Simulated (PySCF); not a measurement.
C2HCl2, doublet, geometry from GFN2-xTB; DF-B3LYP5/6-31G** run with PySCF.

Input for PySCF:
```python
from pyscf import gto, scf, dft

mol = gto.Mole()
mol.atom = '''
    Cl    2.16004770    0.00055285    0.03645123
    C     0.53545126   -0.22134976    0.00050663
    C    -0.54111876    0.50801697    0.01043703
    Cl   -2.12326455   -0.19554406   -0.04333977
    H    -0.59130846    1.59484734    0.05144322
'''
mol.basis = '6-31g**'
mol.spin = 1
mol.verbose = 4
mol.build()

mf = dft.UKS(mol)
mf.xc = 'b3lyp5'
mf = mf.density_fit(auxbasis='def2-universal-jkfit')
mf.kernel()
```

Q: Write the output that PySCF gives for this input, abridged.

A: 
```
PySCF version 2.14.0

[INPUT] verbose = 4
[INPUT] num. atoms = 5
[INPUT] num. electrons = 47
[INPUT] charge = 0
[INPUT] spin (= nelec alpha-beta = 2S) = 1
[INPUT] symmetry False subgroup None
[INPUT] Mole.unit = angstrom
[INPUT] Symbol           X                Y                Z      unit          X                Y                Z       unit  Magmom
[INPUT]  1 Cl     2.160047700000   0.000552850000   0.036451230000 AA    4.081898568997   0.001044735088   0.068882841604 Bohr   0.0
[INPUT]  2 C      0.535451260000  -0.221349760000   0.000506630000 AA    1.011856234453  -0.418290424138   0.000957391946 Bohr   0.0
[INPUT]  3 C     -0.541118760000   0.508016970000   0.010437030000 AA   -1.022566257264   0.960012939931   0.019723128254 Bohr   0.0
[INPUT]  4 Cl    -2.123264550000  -0.195544060000  -0.043339770000 AA   -4.012388489498  -0.369524718686  -0.081900295602 Bohr   0.0
[INPUT]  5 H     -0.591308460000   1.594847340000   0.051443220000 AA   -1.117411044538   3.013824683091   0.097213596766 Bohr   0.0

nuclear repulsion = 165.359293596432
number of shells = 31
number of NR pGTOs = 163
number of NR cGTOs = 69
basis = 6-31g**
ecp = {}

******** <class 'pyscf.df.df_jk.DFUKS'> ********
method = DFUKS
initial guess = minao
damping factor = 0
level_shift factor = 0
DIIS = <class 'pyscf.scf.diis.CDIIS'>
diis_start_cycle = 1
diis_space = 8
diis_damp = 0
SCF conv_tol = 1e-09
SCF conv_tol_grad = None
SCF max_cycles = 50
direct_scf = False
number electrons alpha = 24  beta = 23
XC library pyscf.dft.libxc version 7.1.2
    S. Lehtola, C. Steigemann, M. J. T. Oliveira, and M. A. L. Marques,  SoftwareX 7, 1–5 (2018)
XC functionals = b3lyp5
    P. A. M. Dirac,  Math. Proc. Cambridge Philos. Soc. 26, 376 (1930)
    F. Bloch,  Z. Phys. 57, 545 (1929)
    A. D. Becke,  Phys. Rev. A 38, 3098 (1988)
    C. Lee, W. Yang, and R. G. Parr,  Phys. Rev. B 37, 785 (1988)
    B. Miehlich, A. Savin, H. Stoll, and H. Preuss,  Chem. Phys. Lett. 157, 200 (1989)
    S. H. Vosko, L. Wilk, and M. Nusair,  Can. J. Phys. 58, 1200 (1980)
radial grids:
    Treutler-Ahlrichs [JCP 102, 346 (1995); DOI:10.1063/1.469408] (M4) radial grids

becke partition: Becke, JCP 88, 2547 (1988); DOI:10.1063/1.454033
pruning grids: <function nwchem_prune>
grids dens level: 3
symmetrized grids: False
atomic radii adjust function: <function treutler_atomic_radii_adjust>
small_rho_cutoff = 0
Set gradient conv threshold to 3.16228e-05
tot grids = 75808
******** <class 'pyscf.df.df.DF'> ********
auxbasis = def2-universal-jkfit
init E= -997.468203300058

cycle= 1 E= -996.889691799848  delta_E= 0.579  |g|= 0.148  |ddm|= 1.89
cycle= 2 E= -996.89399829287  delta_E= -0.00431  |g|= 0.14  |ddm|= 0.44
cycle= 3 E= -996.904582119921  delta_E= -0.0106  |g|= 0.0563  |ddm|= 0.24
cycle= 4 E= -996.906257202591  delta_E= -0.00168  |g|= 0.0186  |ddm|= 0.0721
cycle= 5 E= -996.906484314967  delta_E= -0.000227  |g|= 0.00749  |ddm|= 0.0294
cycle= 6 E= -996.906538673447  delta_E= -5.44e-05  |g|= 0.0029  |ddm|= 0.0128
cycle= 7 E= -996.906554805611  delta_E= -1.61e-05  |g|= 0.00196  |ddm|= 0.00838
cycle= 8 E= -996.906563034942  delta_E= -8.23e-06  |g|= 0.000843  |ddm|= 0.00606
cycle= 9 E= -996.906565651563  delta_E= -2.62e-06  |g|= 0.000233  |ddm|= 0.00478
cycle= 10 E= -996.906565767605  delta_E= -1.16e-07  |g|= 7.16e-05  |ddm|= 0.000988
cycle= 11 E= -996.90656577345  delta_E= -5.85e-09  |g|= 1.67e-05  |ddm|= 0.000214
cycle= 12 E= -996.906565773745  delta_E= -2.95e-10  |g|= 5.94e-06  |ddm|= 4.68e-05
Extra cycle  E= -996.906565773746  delta_E= -4.55e-13  |g|= 7.05e-06  |ddm|= 1.66e-05
converged SCF energy = -996.906565773746  <S^2> = 0.76070973  2S+1 = 2.0106812
```
